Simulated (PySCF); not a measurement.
## Dipole response of Ag³⁸⁺ (silver, charge +38)

[He] 2s2 2p5, 2P determinant. Computed with PySCF 2.14 in an even-tempered Gaussian basis (19 s from 15 bohr⁻², ratio 2.2; 12 p from 19 bohr⁻², ratio 2.2; 6 d from 83 bohr⁻², ratio 2.4; 5 f from 120 bohr⁻², ratio 2.4; 4 g from 190 bohr⁻², ratio 2.4), with the spin-free X2C one-electron Hamiltonian (Gaussian nucleus). Coupled (time-dependent) response in atomic units; α is the mean over directions.

```csv
method,mean α (bohr³),"α xx, yy, zz",C₆ (like pair),S(−4)
UHF,0.0004288,"0.0008337, 0.0002264, 0.0002264",8.887e-06,1.080e-06
PBE0,0.0004316,"0.0008402, 0.0002273, 0.0002273",8.879e-06,1.179e-06
```

S(−4) is the Cauchy moment in α(ω) = α(0) + S(−4) ω² + …

Spin-orbit coupling is absent.

α(iu) at UHF:

| u (hartree) | α(iu) (bohr³) |
| --- | --- |
| 0 | 0.0004288 |
| 6.00 | 0.0003960 |
| 12.0 | 0.0003392 |
| 24.0 | 0.0002694 |
| 36.0 | 0.0002393 |
| 48.0 | 0.0002220 |
| 60.0 | 0.0002089 |
| 90.0 | 0.0001808 |
| 120 | 0.0001552 |
| 180 | 0.0001124 |
| 300 | 6.082e-05 |

For an ion, C₆ is the dispersion term alone; charge-induced terms of lower order in 1/R come first.

The components differ because the open shell of this determinant is not spherical; for a pure term their mean is the scalar polarisability.

Spin-orbit coupling, absent here, splits the open shell strongly.
